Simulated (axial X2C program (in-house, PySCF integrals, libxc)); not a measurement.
# Worked dissociation energy of TeSe: TPSSh, scalar-relativistic

Calculated with an in-house all-electron X2C program for linear molecules (integrals from PySCF). Spin-free means the one-electron spin-free X2C Hamiltonian. Basis: Te dyall-cv3z [11s12p8d4f1g], Se dyall-cv3z [8s9p6d4f1g] (cores contracted in-house); Gaussian nuclei, density fitting, unrestricted open shells. Masses: Te 129.906 u, Se 79.917 u.

Molecular state: M_S = 1, Λ = 0 (beyond evenly filled blocks: π+α, π-α).

```
E(Te) (2M_S = 2, M_L = 0) : -6793.510999 hartree
E(Se) (2M_S = 2, M_L = 0) : -2429.823634 hartree
E(TeSe) at Re             : -9223.462202 hartree
ωe                        : 319.9 cm⁻¹
ωexe                      : 0.607 cm⁻¹
```

Work out De and D0.

De = -6793.510999 + (-2429.823634) − (-9223.462202) = 0.12757 hartree = 3.471 eV. The zero-point energy is ωe/2 − ωexe/4 = 160 cm⁻¹ = 0.020 eV, so D0 = 3.452 eV.

Occupations by symmetry block were frozen at the best pattern of an incomplete PBE0 search. De is counted from the lowest determinant-based energies of the atoms at the same level, without counterpoise correction. PBE0 can misorder states that lie within some tenths of an eV, so this need not be the ground state of the molecule. The nearest other spin-free determinant of the search, M_S = 0, Λ = 2, lies 0.57 eV up at the distance of the search. Spin-free De lacks the spin–orbit lowering of the heavy p-block atom, a tenth of an eV or more for 4p and 5p, up to an eV for 6p and one to two eV for 7p atoms, less what an open-shell molecule gains itself.

Each atomic determinant is the lowest at this level and need not be a pure term. Totals compare only within one Hamiltonian and basis.
